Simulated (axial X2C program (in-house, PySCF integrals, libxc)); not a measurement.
# Low determinants of NiP at the PBE0 level, two-component

Calculated with an in-house all-electron X2C program for linear molecules (integrals from PySCF). Two-component (2c) means X2C with spin–orbit coupling and atomic mean-field two-electron Coulomb and Gaunt terms. Basis: Ni dyall-cv3z [9s9p6d3f2g], P dyall-v3z [8s7p2d1f] (cores contracted in-house); Gaussian nuclei, density fitting, unrestricted open shells. Masses: Ni 57.935 u, P 30.974 u.

Search at 2.105 Å (vertical energies from the lowest determinant):

| ΔE (eV) | state | electrons beyond evenly filled partner blocks | electrons in ±ω = 1/2, 3/2, 5/2, 7/2 |
| --- | --- | --- | --- |
| 0.00 | Ω = 7/2 | ω = -1/2, ω = 3/2, ω = 5/2 | 31 11 1 0 |
| 0.11 | Ω = 3/2 | ω = 1/2, ω = -3/2, ω = 5/2 | 31 11 1 0 |
| 0.13 | Ω = 3/2 | ω = 3/2 | 30 11 2 0 |
| 0.14 | Ω = 1/2 | ω = 1/2 | 31 10 2 0 |
| 0.26 | Ω = 5/2 | ω = -1/2, 2 × ω = 3/2 | 31 10 2 0 |
| 0.47 | Ω = 1/2 | 2 × ω = -1/2, ω = 3/2 | 30 11 2 0 |
| 0.84 | Ω = 5/2 | ω = 5/2 | 32 10 1 0 |

Lowest determinant, Ω = 7/2 (⟨Sz⟩ = 1.50, ⟨Lz⟩ = 2.00 at PBE0): Re = 2.093 Å, ωe = 409.5 cm⁻¹.

The determinant in row 2 of the search, Ω = 3/2 (⟨Sz⟩ = -0.50, ⟨Lz⟩ = 2.00 at PBE0), was followed along the bond at PBE0; measured from the minimum of the lowest determinant it gives:

Te = 0.114 eV (923 cm⁻¹), Re = 2.118 Å, ωe = 391.6 cm⁻¹.

Problem. Compare the bond of the determinant in row 2 with that of the lowest one.

Solution. At PBE0 its Re is 0.025 Å longer and its force constant, which goes as ωe², is 0.91 times that of the lowest determinant. This determinant mixes spin states, so it has no term energy of its own.

The search compares states at one distance, so a state with another bond length can lie lower; it is not exhaustive and yields mostly the lowest determinant of each block pattern, so other components and higher states of one pattern are missing. These are energies of single determinants, not of spin-adapted states; PBE0 term energies can be off by some tenths of an eV, and the functional has no current term. The lowest determinant need not be the ground state where others lie within half an eV.
